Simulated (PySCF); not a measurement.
## Core binding energy against partial charge

C4HBrO.
Geometry (PBE0-D3(BJ)/def2-SVP, Å), atoms numbered from 1 in this order:
```
atom  x, y, z in Å
C1     1.936   -0.366   -0.143
C2     0.777   -0.033    0.002
C3    -0.559    0.371    0.182
Br4   -1.007    2.000    1.058
C5    -1.596   -0.348   -0.239
O6    -2.504   -0.964   -0.600
H7     2.960   -0.661   -0.279
```

Binding energies: delta-SCF UKS SCAN, pcX-2 on the ionised atom, pcseg-1 elsewhere, spin-free X2C (PySCF). Charges: PBE0/pcSseg-1 ground-state density, for the ionised atom.

| atom | environment | C 1s (eV) | Mulliken (e) | IAO (e) | Hirshfeld (e) | ESP (e) |
| --- | --- | --- | --- | --- | --- | --- |
| C1 | terminal alkyne carbon | 290.53 | -0.285 | -0.213 | -0.095 | -0.617 |
| C2 | alkyne carbon | 291.36 | +0.536 | -0.029 | -0.067 | +0.470 |
| C3 | outer carbon of cumulated double bonds | 292.78 | -0.612 | -0.274 | -0.064 | -0.712 |
| C5 | central carbon of a ketene | 294.46 | +0.514 | +0.469 | +0.218 | +0.671 |

Problem. Give the correlation coefficient and slope of binding energy on charge for each scheme.

Solution. Hirshfeld: r = 0.88, slope 10.3 eV per e; IAO: r = 0.74, slope 3.8 eV per e; ESP: r = 0.47, slope 1.1 eV per e; Mulliken: r = 0.27, slope 0.8 eV per e. Hirshfeld charges have the highest r, on only 4 points.

Problem. The point-charge model writes a binding energy as kq + V + constant, with V the potential of the other atoms' charges at the site. What does it give with the Mulliken charges?

Solution. V = Σ 14.40 eV Å × q/r over all other atoms: +5.43 eV at C1, -7.04 eV at C2, +8.42 eV at C3, -7.17 eV at C5. Fitting binding energy − V to q gives k = 14.9 eV per e and leaves an rms residual of 1.97 eV, against 1.44 eV for the fit on q alone. The model has no term for differences in relaxation between sites.

Spin contamination (⟨S²⟩ against 0.75 for a pure doublet) is marked for C 1s of C2 (0.85) and C 1s of C5 (0.93), which makes these values less certain. Isolated species at its PBE0-D3(BJ)/def2-SVP geometry, gas phase.
